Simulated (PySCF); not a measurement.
VOBr, SMILES [O]=[V][Br] (connectivity only; charge and spin as stated), neutral, multiplicity 3.

Geometry: B3LYP-D3(BJ)/def2-TZVP. The multiplicity is an assumed one; other spin states were not compared.

Two levels are set side by side: PBE/def2-TZVPD (PySCF) and ωB97X/def2-TZVPD (PySCF). Same geometry, gas phase. Differences are taken from unrounded values.

| quantity | ωB97X | PBE | PBE minus ωB97X |
|---|---|---|---|
| α-spin orbital gap (eV) | 8.50 | 0.57 | -7.93 |
| β-spin orbital gap (eV) | 9.45 | 3.68 | -5.77 |
| dipole moment (D) | 3.38 | 3.00 | -0.38 |
| mean polarisability (bohr³) | 54.4 | 62.6 | 8.2 |

PBE's more diffuse valence density responds more strongly to a field. Differences between two approximate levels are no errors against the true value.

Rough cost on one machine, each run with all the roots and properties that it gave: ωB97X against PBE within a factor of 2.
